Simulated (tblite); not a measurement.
Record of a relaxation.

Species: C6H4F3O3P.
Atom-mapped SMILES: `[CH3:1][O:2][C:3](=[O:4])[c:5]1[o:6][cH:7][c:8]([C:9]([F:10])([F:11])[F:12])[p:13]1` (hydrogens: H14, H15, H16 on C1; H17 on C7)

Computed with GFN2-xTB (tblite), gas phase: L-BFGS steps from a force-field or distance-geometry start until the largest atomic force falls under 0.01 eV/Å. 6 of its 50 geometries are shown.

Step 0: E = -1190.6537 eV, largest atomic force 5.754 eV/Å
```
atom  x, y, z in Å  |  force x, y, z in eV/Å
C1      3.808    1.002   -0.123   -0.115  -0.640   0.304
O2      2.390    0.866   -0.176   -1.335  -0.924   0.933
C3      1.820   -0.145    0.606    1.464  -0.529   0.587
O4      2.495   -0.904    1.315   -1.313   1.594  -1.456
C5      0.344   -0.245    0.525   -0.989   4.299  -3.695
O6     -0.365   -1.090    1.137    1.448  -3.498   3.060
C7     -1.621   -1.127    1.024   -2.703  -1.854   1.293
C8     -2.212   -0.226    0.213    0.555   1.311  -0.927
C9     -3.660   -0.070   -0.095    0.286   0.395   0.150
F10    -4.064    1.187    0.366   -0.026  -1.599  -1.044
F11    -3.766   -0.159   -1.474   -0.823   0.301   1.687
F12    -4.463   -0.996    0.525    0.757   1.114  -1.062
P13    -0.937    0.791   -0.482    1.865  -0.520   0.651
H14     4.125    0.801    0.915    0.102   0.254  -0.309
H15     4.217    0.198   -0.754    0.218   0.377   0.029
H16     4.118    2.007   -0.469   -0.465  -0.665   0.198
H17    -2.237   -1.879    1.586    1.074   0.583  -0.399
```

Step 10: E = -1191.9626 eV, largest atomic force 0.266 eV/Å
```
atom  x, y, z in Å  |  force x, y, z in eV/Å
C1      3.728    0.949   -0.102   -0.049   0.022  -0.016
O2      2.303    0.856   -0.157   -0.063  -0.092   0.044
C3      1.754   -0.119    0.580   -0.089  -0.134   0.076
O4      2.374   -0.880    1.276    0.171  -0.027   0.036
C5      0.282   -0.181    0.465    0.104   0.030   0.011
O6     -0.306   -1.151    1.200   -0.051   0.160  -0.116
C7     -1.610   -1.147    1.052   -0.062  -0.050   0.008
C8     -2.115   -0.196    0.208    0.188   0.029  -0.044
C9     -3.566   -0.031   -0.106    0.245  -0.070   0.077
F10    -4.045    1.160    0.293    0.017  -0.095  -0.005
F11    -3.822   -0.114   -1.423    0.041  -0.008   0.112
F12    -4.305   -0.977    0.497   -0.062   0.106  -0.066
P13    -0.796    0.794   -0.463   -0.012   0.139  -0.115
H14     4.099    0.799    0.915   -0.149   0.007  -0.013
H15     4.190    0.200   -0.749   -0.118  -0.007  -0.008
H16     3.976    1.946   -0.454   -0.008   0.043  -0.018
H17    -2.148   -1.895    1.605   -0.104  -0.054   0.038
```

Step 20: E = -1191.9920 eV, largest atomic force 0.167 eV/Å
```
atom  x, y, z in Å  |  force x, y, z in eV/Å
C1      3.678    0.956   -0.112   -0.028   0.019  -0.013
O2      2.260    0.840   -0.154   -0.052   0.024  -0.017
C3      1.755   -0.146    0.599    0.060  -0.020   0.019
O4      2.411   -0.890    1.280    0.052  -0.021   0.020
C5      0.296   -0.199    0.489    0.007   0.004  -0.018
O6     -0.305   -1.158    1.213   -0.004  -0.067   0.057
C7     -1.604   -1.143    1.047   -0.059  -0.057   0.046
C8     -2.076   -0.187    0.198    0.041   0.022  -0.019
C9     -3.522   -0.026   -0.106   -0.005   0.026  -0.018
F10    -4.000    1.161    0.301   -0.003   0.043  -0.047
F11    -3.779   -0.112   -1.421   -0.008   0.053  -0.025
F12    -4.279   -0.960    0.491    0.029  -0.007   0.001
P13    -0.748    0.795   -0.461   -0.013   0.054  -0.044
H14     4.024    0.807    0.912    0.064   0.009  -0.011
H15     4.127    0.199   -0.757    0.032   0.009   0.006
H16     3.925    1.952   -0.466   -0.028   0.025  -0.025
H17    -2.171   -1.876    1.587   -0.083  -0.116   0.087
```

Step 29: E = -1192.0159 eV, largest atomic force 0.188 eV/Å
```
atom  x, y, z in Å  |  force x, y, z in eV/Å
C1      3.600    0.995   -0.145    0.114   0.051  -0.018
O2      2.194    0.796   -0.118    0.053   0.031   0.021
C3      1.778   -0.220    0.655    0.019  -0.007   0.000
O4      2.506   -0.927    1.299   -0.096  -0.029   0.019
C5      0.317   -0.300    0.567   -0.040  -0.009   0.011
O6     -0.336   -1.236    1.274    0.022  -0.166   0.078
C7     -1.633   -1.184    1.070    0.015   0.035   0.061
C8     -2.046   -0.207    0.208    0.099   0.091   0.008
C9     -3.474    0.023   -0.137    0.068  -0.063   0.020
F10    -3.922    1.226    0.261    0.050  -0.072  -0.037
F11    -3.696   -0.045   -1.460   -0.024   0.023   0.048
F12    -4.267   -0.894    0.440   -0.098   0.060  -0.064
P13    -0.664    0.731   -0.407   -0.085   0.063  -0.075
H14     4.019    0.901    0.857   -0.025  -0.038   0.061
H15     4.072    0.259   -0.794    0.021  -0.113  -0.049
H16     3.785    1.989   -0.533   -0.102   0.145  -0.063
H17    -2.239   -1.896    1.605    0.010  -0.002  -0.022
```

Step 39: E = -1192.0270 eV, largest atomic force 0.025 eV/Å
```
atom  x, y, z in Å  |  force x, y, z in eV/Å
C1      3.572    1.018   -0.165    0.008  -0.002  -0.001
O2      2.175    0.770   -0.089   -0.007   0.003  -0.016
C3      1.784   -0.259    0.682   -0.006   0.006  -0.007
O4      2.519   -0.963    1.319   -0.003   0.004  -0.001
C5      0.323   -0.345    0.597   -0.007   0.007   0.006
O6     -0.341   -1.277    1.301    0.000  -0.009   0.001
C7     -1.638   -1.201    1.092   -0.006  -0.007   0.002
C8     -2.028   -0.219    0.226    0.001  -0.001   0.001
C9     -3.443    0.040   -0.148   -0.004  -0.001  -0.002
F10    -3.860    1.256    0.243    0.005   0.002   0.001
F11    -3.638   -0.012   -1.476    0.017   0.008  -0.009
F12    -4.288   -0.848    0.397   -0.011   0.004   0.007
P13    -0.637    0.702   -0.385    0.008   0.004  -0.006
H14     4.023    0.953    0.827   -0.006   0.004   0.019
H15     4.050    0.285   -0.818   -0.003  -0.010  -0.010
H16     3.682    2.018   -0.575    0.008   0.008   0.000
H17    -2.261   -1.907    1.611    0.007  -0.019   0.015
```

Step 49: E = -1192.0276 eV, largest atomic force 0.009 eV/Å
```
atom  x, y, z in Å  |  force x, y, z in eV/Å
C1      3.571    1.018   -0.166    0.000  -0.002   0.003
O2      2.173    0.771   -0.098   -0.002  -0.002  -0.001
C3      1.782   -0.255    0.679   -0.002  -0.001  -0.001
O4      2.518   -0.957    1.318    0.006   0.007   0.000
C5      0.321   -0.344    0.597    0.001  -0.002  -0.003
O6     -0.339   -1.280    1.302   -0.001   0.005  -0.006
C7     -1.636   -1.207    1.096   -0.002   0.003  -0.001
C8     -2.030   -0.225    0.231   -0.004   0.001   0.002
C9     -3.442    0.041   -0.148   -0.005  -0.002  -0.001
F10    -3.853    1.260    0.242    0.004   0.000   0.002
F11    -3.626   -0.007   -1.477    0.001   0.001  -0.003
F12    -4.297   -0.841    0.391   -0.004  -0.004   0.003
P13    -0.643    0.700   -0.383    0.008   0.001   0.004
H14     4.014    0.953    0.830    0.003  -0.002   0.005
H15     4.050    0.284   -0.817    0.002  -0.001   0.000
H16     3.686    2.018   -0.576   -0.006  -0.001  -0.003
H17    -2.255   -1.917    1.618    0.002  -0.002   0.001
```

**Question.** Summarise the path.

**Answer.** The energy falls by 1.3738 eV from step 0 to step 49; nine tenths of that is first reached at step 6. It falls at every step. The largest force goes from 5.754 to 0.009 eV/Å. Among the bonds C5–P13 changes most, from 1.931 to 1.726 Å; the atoms move by 0.230 Å rms after alignment.

What follows is the cost of the whole relaxation. On an Arm Neoverse V2 with one thread, shared host with 96 logical CPUs at a one-minute load of 45, this took 0.38 s of wall time.
